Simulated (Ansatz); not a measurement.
Calculated with Ansatz (gas phase, PBE0-D4/def2-TZVP geometries, no zero-point term in ΔE). CCSD(T)/CBS is the MP2 limit (def2-TZVPP, def2-QZVPP) plus CCSD(T) − MP2 in def2-TZVPP, frozen cores. DFT in def2-TZVPP. B3LYP here is the variant with VWN-RPA as its local correlation; programs differ in this. For Ga outer-core shells are correlated without core-valence functions, which leaves a few kJ/mol of doubt a bond. Scalar relativity is left out up to krypton. One conformer a species, not always the lowest.

Consider the cleavage of the B–Ga bond: `[NH2][GaH][BH][SiH3]` + dimethylamine → `CN(C)B[SiH3]` + `[NH2][GaH2]`.

`[NH2][GaH][BH][SiH3]`:

Z-matrix (Å, degrees):
```
Si
B 1 2.003
H 1 1.489 2 114.2
H 1 1.498 2 103.0 3 -115.9
H 1 1.489 2 115.6 3 126.7
Ga 2 2.073 1 123.2 3 26.3
H 2 1.199 1 117.0 3 -156.7
N 6 1.819 2 120.4 1 81.1
H 6 1.571 2 125.9 1 -97.0
H 8 1.006 6 123.3 2 179.4
H 8 1.005 6 124.9 2 2.4
```

`CNC`:

```xyz
10

C    -0.031    0.803   -0.903
N    -0.160    0.479    0.499
C    -0.082   -0.940    0.755
H    -0.039    1.886   -1.038
H    -0.887    0.396   -1.450
H     0.882    0.401   -1.375
H     0.553    0.963    1.029
H    -0.940   -1.440    0.297
H    -0.126   -1.129    1.830
H     0.830   -1.419    0.356
```

`CN(C)B[SiH3]`:

Z-matrix (Å, degrees):
```
C
N 1 1.449
H 1 1.088 2 109.9
H 1 1.096 2 110.6 3 -120.4
H 1 1.096 2 110.7 3 120.4
C 2 1.447 1 112.2 3 180.0
B 2 1.386 1 122.5 3 -0.0
H 6 1.096 2 110.6 1 -59.5
H 6 1.088 2 110.5 1 180.0
H 6 1.096 2 110.6 1 59.5
Si 7 2.016 2 126.7 1 -180.0
H 7 1.202 2 116.4 1 -0.0
H 11 1.493 7 116.5 2 -0.0
H 11 1.492 7 109.8 2 121.5
H 11 1.492 7 109.8 2 -121.5
```

`[NH2][GaH2]`:

Z-matrix (Å, degrees):
```
N
Ga 1 1.813
H 1 1.006 2 124.1
H 1 1.006 2 124.0 3 -180.0
H 2 1.561 1 116.7 3 -180.0
H 2 1.561 1 116.7 3 0.0
```

```csv
level,ΔE (kcal/mol),difference from CCSD(T)/CBS
r2SCAN-D4,-41.0,-0.9
PBE0-D4,-40.3,-0.2
B3LYP-D4,-41.3,-1.2
ωB97X-V,-40.5,-0.4
ωB97M-V,-41.7,-1.6
B2PLYP,-41.4,-1.3
r2SCAN,-40.8,-0.7
B3LYP,-40.2,-0.1
HF/def2-TZVPP,-37.5,2.6
MP2/def2-TZVPP,-42.8,-2.7
SCS-MP2/def2-TZVPP,-41.9,-1.8
CCSD(T)/def2-TZVPP,-41.2,-1.1
HF/def2-QZVPP,-37.7,2.4
MP2/def2-QZVPP,-42.3,-2.2
HF/CBS(def2),-37.8,2.3
MP2/CBS(def2),-41.8,-1.7
CCSD(T)/CBS,-40.1,0
```

Largest T1 diagnostic among the species: 0.015.

The D4 term adds −1.1 kcal/mol with B3LYP and −0.6 kcal/mol with PBE0; it sums over pairs of atoms, weighted by their polarisabilities, and B3LYP, whose exchange is more repulsive, gets the larger term. In def2-TZVPP, CCSD(T) changes the Hartree–Fock value by −3.7 kcal/mol (the triples alone add −1.1 kcal/mol) and MP2 by −5.4 kcal/mol.
